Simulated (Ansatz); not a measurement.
**Worked example: C3H7Cl + SiH3I → C3H10Si + ICl**

Species: C3H7Cl (2-chloropropane) `CC(C)Cl`, singlet; SiH3I `[SiH3]I`, singlet; C3H10Si `CC(C)[SiH3]`, singlet; ICl (iodine monochloride), singlet. The partners trade Cl for SiH3: C–Cl and I–SiH3 bonds give way to C–SiH3 and I–Cl.

Shapes, held fixed at every level: PBE0-D4/def2-TZVP. Programs: Ansatz 0.2.0. The zero-point and thermal change to 298 K, harmonic and unscaled (PBE0-D4/def2-TZVP), is -1.5 kJ/mol.

At CCSD(T)/def2-TZVPP; 1 Eh = 2625.50 kJ/mol:

| species | energy (Eh) |
| --- | --- |
| C3H7Cl | -578.048936 |
| SiH3I | -588.021398 |
| C3H10Si | -409.165255 |
| ICl | -756.856014 |

Task: Work out ΔH(298 K) of the reaction at this level.

Result: 
1. Products less reactants: (-409.165255) + (-756.856014) − [(-578.048936) + (-588.021398)] = 0.049065 Eh = +128.8 kJ/mol.
2. With the thermal change: +128.8 + (-1.5) = +127.3 kJ/mol.

Other levels give +113.4 (B3LYP-D4/def2-TZVPP) to +134.1 kJ/mol (CCSD(T)/def2-SVP). No measured value is set beside it here. For atoms past krypton def2 sets carry core potentials with scalar relativity. Outer-core shells of I are correlated in most correlated rows, in sets that cover them unevenly.
